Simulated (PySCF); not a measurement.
CrI2: Cr(II) (d4), charge 0. The structure is a model geometry with rigid ligands and bond lengths from ionic radii, not a minimum; coordination linear, point group D∞h, metal–donor distances 2.62 Å.

Method (PySCF 2.14, density fitting): CASSCF(4,5) with orbitals averaged over all microstates of the shell, strongly contracted NEVPT2 on the averaged canonical orbitals; basis x2c-TZVPall on the metal, x2c-SVPall elsewhere; spin-free X2C; gas phase; spin-orbit coupling by state interaction with the mean-field operator over all roots.

CASSCF energies above the lowest CASSCF root:

```json
{"state": "5Σg+", "CASSCF / cm⁻¹": "0"}
{"state": "5Πg", "CASSCF / cm⁻¹": "1349"}
{"state": "5Δg", "CASSCF / cm⁻¹": "4414"}
{"state": "3Γg", "CASSCF / cm⁻¹": "19735"}
{"state": "3Hg", "CASSCF / cm⁻¹": "19882"}
{"state": "3Φg", "CASSCF / cm⁻¹": "19923"}
{"state": "3Δg", "CASSCF / cm⁻¹": "20301"}
{"state": "3Πg", "CASSCF / cm⁻¹": "20533"}
{"state": "3Σg-", "CASSCF / cm⁻¹": "20672"}
{"state": "3Σg-", "CASSCF / cm⁻¹": "21678"}
{"state": "3Πg", "CASSCF / cm⁻¹": "22005"}
{"state": "3Δg", "CASSCF / cm⁻¹": "22875"}
{"state": "3Φg", "CASSCF / cm⁻¹": "23309"}
{"state": "3Πg", "CASSCF / cm⁻¹": "23598"}
{"state": "3Σg-", "CASSCF / cm⁻¹": "24074"}
{"state": "3Σg+", "CASSCF / cm⁻¹": "24938"}
{"state": "3Πg", "CASSCF / cm⁻¹": "25412"}
{"state": "3Δg", "CASSCF / cm⁻¹": "25440"}
{"state": "3Φg", "CASSCF / cm⁻¹": "25845"}
{"state": "3Γg", "CASSCF / cm⁻¹": "26194"}
{"state": "1Hg", "CASSCF / cm⁻¹": "28463"}
{"state": "1Σg+", "CASSCF / cm⁻¹": "29720"}
```

Task: How does dynamic correlation (SC-NEVPT2) move these states?

Result: 
```csv
state,NEVPT2 / cm⁻¹,shift / cm⁻¹
5Σg+,0,0
5Πg,115,-1234
5Δg,3765,-649
3Γg,18444,-1291
3Hg,17864,-2018
3Φg,18400,-1523
3Δg,18532,-1770
3Πg,18371,-2163
3Σg-,18189,-2483
3Σg-,18908,-2770
3Πg,18530,-3475
3Δg,19684,-3191
3Φg,20089,-3220
3Πg,20214,-3384
3Σg-,20724,-3350
3Σg+,22000,-2939
3Πg,22911,-2501
3Δg,22383,-3057
3Φg,22671,-3174
3Γg,23496,-2698
1Hg,26046,-2417
1Σg+,25892,-3828
```

5Πg (115 cm⁻¹) lies within 300 cm⁻¹ of 5Σg+ at NEVPT2 level, inside the method's error: their order is undecided. Gaps between spin states lean to high spin in this active space.
